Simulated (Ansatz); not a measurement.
A run for Ansatz (a quantum-chemistry and plane-wave program): U-CCSD(T)/cc-pVDZ on BFH2O (SMILES OBF), a point of a bond scan (R = 1.991 Å).

Ansatz 0.2 input:
```yaml
crystal:
  periodic: [false, false, false]
  atoms:
    - {symbol: B, position_ang: [-0.35597186, -0.16970641, -0.21957831]}
    - {symbol: H, position_ang: [-1.28437305, -0.66736312, -0.78003284]}
    - {symbol: F, position_ang: [-0.03548440, 1.78477892, -0.42189918]}
    - {symbol: O, position_ang: [0.50508287, -0.86058104, 0.55608247]}
    - {symbol: H, position_ang: [0.30439133, -1.79901087, 0.61939460]}
basis:
  gaussian:
    orbitals: cc-pVDZ
correlation: {method: ccsd_t, electrons: outside_noble_gas}
scf: {omitted_lower_state_checks: [cluster_reference]}
magnetization: {spin_polarized: true, initial_magnetization: 0}
```

The head of its log:

```
WARN ansatz: RAYON_NUM_THREADS=1 ignored (pool sized by the plan → 1); use --threads N
Functional definition: HF
these checks for a lower state are left out or cut short: cluster_reference
integrals: 0.03 GiB planned
474 factors; integrals over basis functions are off by at most 1.4e-3 eV
mean field: 0.09 GiB planned
mean field evaluation 1: about -5441.9743 eV, gradient 3.1e1 eV
mean field evaluation 2: about -5441.9755 eV, gradient 3.1e1 eV
mean field evaluation 4: about -5446.0807 eV, gradient 2.2e0 eV
mean field evaluation 8: about -5446.1426 eV, gradient 1.3e-1 eV
mean field evaluation 16: about -5446.1236 eV, gradient 5.4e-1 eV
mean field -5446.14288553 eV, -200.1420595148 hartree, gradient 1.6e-6 eV, S^2 0.000000; 2 other end points of the search recorded, 0 dependent functions left out
3 core orbitals not correlated
reference -5446.14288553 eV, -200.1420595148 hartree; 9, 9 occupied and 40, 40 virtual orbitals, 474 factors
```

Q: Give the final energy of this run.

A: -200.6405 hartree (reference determinant -200.1421, T1 diagnostic 0.022).
